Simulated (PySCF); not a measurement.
CH7FN2Si, SMILES CN[Si@H](N)F. The structure is a stationary point at PBE-D3(BJ)/def2-SVP. The structure was generated by enumeration; whether it is a known compound was not checked. Other conformers were not sampled.

Problem. Give the equilibrium geometry at PBE-D3(BJ)/def2-SVP (PySCF confirms it by a frequency run) as Cartesian coordinates in Å. (An estimate is asked for; the answer gives what the named calculation found.)

Solution. Several could match; the one computed here: 
```xyz
12

C      2.1895     0.0195     0.9663
N      1.0610    -0.5227     0.2332
Si    -0.4998     0.1811     0.0836
N     -1.5879    -1.1005    -0.3131
F     -0.7098     1.2463    -1.1564
H      1.8339     0.7926     1.6780
H      2.7094    -0.7587     1.5685
H      2.9532     0.5048     0.3151
H      1.2958    -1.2701    -0.4254
H     -0.6995     1.0079     1.3206
H     -2.4753    -0.8796    -0.7697
H     -1.6805    -1.9037     0.3112
```
